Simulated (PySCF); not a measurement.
Diatomics of O with group 12

r²SCAN with triple-zeta basis sets in PySCF, for the lowest determinant that a PBE0 search found; no spin–orbit coupling. De refers to high-spin ground-configuration atoms. A positive dipole means M(−)O(+).

```tsv
M	basis	state (unpaired electrons)	Re (Å)	ωe (cm⁻¹)	De (eV)	μ (D)
Zn	def2-TZVPP	triplet (σ ↑, π ↑)	1.852	541	1.71	-2.22
Hg	def2-TZVPP	triplet (σ ↑, π ↑)	2.148	338	0.62	-1.90
```

Q: The row for M = Cd is missing. Estimate Re, ωe and De as the mean of the rows for Zn and Hg, and compare with the calculation.

A: The means are 2.000 Å, 440 cm⁻¹ and 1.17 eV. r²SCAN in def2-TZVPP gives CdO as a triplet (σ ↑, π ↑) with Re = 2.083 Å, ωe = 432 cm⁻¹, De = 1.23 eV, so the estimate is off by -8.3 pm, +2 % and -0.06 eV.

These are scalar-relativistic numbers at best; spin–orbit coupling would shift them, the dissociation energy most. States were picked by a PBE0 search and need not be the measured ground states.
